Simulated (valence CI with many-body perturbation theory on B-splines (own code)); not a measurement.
## Level structure of Pb59+

Computed by valence CI with perturbative core correlation (CI+MBPT): five valence electrons over a frozen Dirac-Fock core [Ar], a basis of 7 s, 7 p, 8 d, 6 f, 4 g, 1 h functions for each j, with the one-electron correlation potential Σ1, the two-electron term Σ2, the three-electron term Σ3, Breit, model QED; selected CI, second order for the rest (own B-spline code, finite nucleus).

The last digits are not significant, and no measured levels were compared; by estimate large intervals hold to a few tenths of a per cent, small ones and those within an open d or f shell to about a per cent. The list stops below the first excitations out of the core. Only levels of the ground parity were solved; by the run's estimate the other parity begins above the list, which can be wrong where configurations are misplaced.

Levels 1 to 26 of 26, with energies above the lowest level, (3d3/2^4 3d5/2) J=5/2. "Leading %" is the weight of the configuration and term that name the level; weights of strongly mixed levels are sums over their largest components and can fall short. In the jj column 3d3/2^4 stands for four electrons in 3d with j = 3/2.

```
No.  Configuration  Term     J  E (cm⁻¹)  Leading %  Second component               Leading jj
  1            3d⁵    ²D   5/2         0         27       23 % 3d⁵ ⁴P     3d3/2^4 3d5/2 (99 %)
  2            3d⁵    ⁶S   5/2    818530         32       22 % 3d⁵ ²F   3d3/2^3 3d5/2^2 (98 %)
  3            3d⁵    ⁴G   7/2    920820         31       26 % 3d⁵ ²F  3d3/2^3 3d5/2^2 (100 %)
  4            3d⁵    ²H  11/2    928610         46       30 % 3d⁵ ⁴G  3d3/2^3 3d5/2^2 (100 %)
  5            3d⁵    ⁴D   3/2    941620         37       27 % 3d⁵ ⁴P   3d3/2^3 3d5/2^2 (99 %)
  6            3d⁵    ²G   9/2    984990         35       23 % 3d⁵ ⁴G   3d3/2^3 3d5/2^2 (99 %)
  7            3d⁵    ²D   5/2   1023700         38       23 % 3d⁵ ⁴D   3d3/2^3 3d5/2^2 (98 %)
  8            3d⁵    ²F   7/2   1062100         39       36 % 3d⁵ ²G   3d3/2^3 3d5/2^2 (99 %)
  9            3d⁵    ⁴P   1/2   1067300         36       35 % 3d⁵ ²S   3d3/2^3 3d5/2^2 (96 %)
 10            3d⁵    ²D   3/2   1234800         65       17 % 3d⁵ ⁴F   3d3/2^3 3d5/2^2 (96 %)
 11            3d⁵    ⁶S   5/2   1728400         38       26 % 3d⁵ ⁴G   3d3/2^2 3d5/2^3 (97 %)
 12            3d⁵    ⁴G  11/2   1809400         51       49 % 3d⁵ ²I  3d3/2^2 3d5/2^3 (100 %)
 13            3d⁵    ⁴D   7/2   1810200         52       42 % 3d⁵ ⁴G  3d3/2^2 3d5/2^3 (100 %)
 14            3d⁵    ⁴G   9/2   1829300         65       34 % 3d⁵ ²G   3d3/2^2 3d5/2^3 (99 %)
 15            3d⁵    ²I  13/2   1852500        100                    3d3/2^2 3d5/2^3 (100 %)
 16            3d⁵    ⁴D   1/2   1882300         79       18 % 3d⁵ ²S   3d3/2^2 3d5/2^3 (99 %)
 17            3d⁵    ⁴P   3/2   1892200         54       36 % 3d⁵ ⁴F   3d3/2^2 3d5/2^3 (99 %)
 18            3d⁵    ²F   5/2   1899200         42       34 % 3d⁵ ⁴D   3d3/2^2 3d5/2^3 (99 %)
 19            3d⁵    ²H   9/2   1946000         53       47 % 3d⁵ ⁴F  3d3/2^2 3d5/2^3 (100 %)
 20            3d⁵    ²G   7/2   1968000         61       36 % 3d⁵ ²F  3d3/2^2 3d5/2^3 (100 %)
 21            3d⁵    ²D   3/2   1990500         82       16 % 3d⁵ ⁴D   3d3/2^2 3d5/2^3 (96 %)
 22            3d⁵    ⁴F   5/2   1992500         66       26 % 3d⁵ ²D   3d3/2^2 3d5/2^3 (99 %)
 23            3d⁵    ²G   7/2   2050700         49       32 % 3d⁵ ²F   3d3/2^2 3d5/2^3 (98 %)
 24            3d⁵    ⁴P   1/2   2053100         48       43 % 3d⁵ ²P   3d3/2^2 3d5/2^3 (93 %)
 25            3d⁵    ²G   9/2   2132700         81       10 % 3d⁵ ⁴F   3d3/2^2 3d5/2^3 (99 %)
 26            3d⁵    ²P   3/2   2276300         74       23 % 3d⁵ ²D   3d3/2^2 3d5/2^3 (99 %)
```

The ionisation energy to 3d⁴ ³P0 of the next ion comes out as 6162.7 eV (NIST: 6162 ± 7 eV (theoretical)). All 26 levels together are meant to be complete up to 2312000 cm⁻¹.
